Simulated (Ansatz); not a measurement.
Cost and result up the ladder for Li₉O₅ (14 atoms). Total charge 0; doublet. Geometry: PBE-D4/def2-SVP.

```xyz
14

Li   -0.838   -0.081    0.929
Li   -2.403   -0.671   -0.789
Li    2.298   -0.863   -0.397
Li    0.043    1.100   -2.226
Li   -1.242    2.094    0.152
Li    0.182   -2.197    1.038
Li   -0.138   -0.879   -1.169
Li    0.999    0.525    2.358
Li    1.097    0.973    0.100
O     1.387    0.141   -1.555
O    -1.382    0.795   -1.121
O    -1.246   -1.709    0.100
O     1.347   -0.800    1.164
O    -0.105    1.572    1.415
```

Ansatz on 4 threads of Arm Neoverse V2 on a shared host. Times are rough, and most runs start from the orbitals of an earlier one. CAM-B3LYP-D4/def2-TZVP serves as the yardstick here, not as an exact answer. Differences are given only for rows in sets of like size (and for xTB, whose basis is part of the method), since another set adds its own error. Binding counts from free atoms at the same level (Li doublet, O triplet; other spins of the atoms weren't run), without zero-point energy or a counterpoise term.

LC-ωPBE has ω = 0.4 bohr⁻¹. Correlated methods freeze 5 core orbitals; core or outer-core shells of Li are correlated, in sets that lack core-valence functions. Another isomer (doublet) lies 0.27 eV lower at PBE0-D4/def2-TZVP; other spin states weren't run for this one.

Correlated methods converge slowly with the basis.

```json
{"level": "PBE-D4/def2-SVP", "functions": "151", "wall time": "5.5 s", "binding energy per atom (eV)": "3.50", "difference from CAM-B3LYP-D4/def2-TZVP (eV)": "–"}
{"level": "PBE0-D4/def2-SVP", "functions": "151", "wall time": "8.5 s", "binding energy per atom (eV)": "3.27", "difference from CAM-B3LYP-D4/def2-TZVP (eV)": "–"}
{"level": "PBE-D4/def2-TZVP (with forces)", "functions": "281", "wall time": "9 s", "binding energy per atom (eV)": "3.36", "difference from CAM-B3LYP-D4/def2-TZVP (eV)": "0.07"}
{"level": "MP2/def2-TZVP", "functions": "281", "wall time": "18 s", "binding energy per atom (eV)": "3.13", "difference from CAM-B3LYP-D4/def2-TZVP (eV)": "-0.15"}
{"level": "PBE0-D4/def2-TZVP", "functions": "281", "wall time": "18 s", "binding energy per atom (eV)": "3.14", "difference from CAM-B3LYP-D4/def2-TZVP (eV)": "-0.14"}
{"level": "r2SCAN-D4/def2-TZVP", "functions": "281", "wall time": "19 s", "binding energy per atom (eV)": "3.27", "difference from CAM-B3LYP-D4/def2-TZVP (eV)": "-0.01"}
{"level": "RPA@PBE/def2-TZVP", "functions": "281", "wall time": "26 s", "binding energy per atom (eV)": "2.89", "difference from CAM-B3LYP-D4/def2-TZVP (eV)": "-0.40"}
{"level": "LC-ωPBE/def2-TZVP", "functions": "281", "wall time": "33 s", "binding energy per atom (eV)": "3.15", "difference from CAM-B3LYP-D4/def2-TZVP (eV)": "-0.14"}
{"level": "B2PLYP/def2-TZVP", "functions": "281", "wall time": "52 s", "binding energy per atom (eV)": "3.21", "difference from CAM-B3LYP-D4/def2-TZVP (eV)": "-0.08"}
{"level": "CAM-B3LYP-D4/def2-TZVP", "functions": "281", "wall time": "60 s", "binding energy per atom (eV)": "3.29", "difference from CAM-B3LYP-D4/def2-TZVP (eV)": "0.00"}
```
